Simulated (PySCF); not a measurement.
# How methods differ on the interval between two levels of Ho

Ho [Xe] 4f11 6s2 [4I15/2, M_J = 15/2] → Ho [Xe] 4f11 5d2 [6M23/2, M_J = 23/2], as a difference of total energies. All numbers are calculated (PySCF 2.14, the two-component X2C-1e Hamiltonian, in x2c-TZVPall-2c (11s11p10d4f1g, 131 functions)). Correlated levels: [Ar] 3d10 frozen; the 18 highest virtual spinors dropped. "Screened" scales the spin-orbit matrix elements by Boettger's factors to mimic the two-electron term; Breit and QED terms are absent.

```tsv
method	interval between two levels (cm⁻¹)
GHF (screened spin-orbit)	39718
GMP2 (screened spin-orbit)	44211
```

The labels give the starting determinants; with spin-orbit coupling the two ends relaxed to ⟨J²⟩ = 63.76, ⟨L²⟩ = 42.40, ⟨S²⟩ = 3.78 and ⟨J²⟩ = 143.76, ⟨L²⟩ = 90.53, ⟨S²⟩ = 8.74.
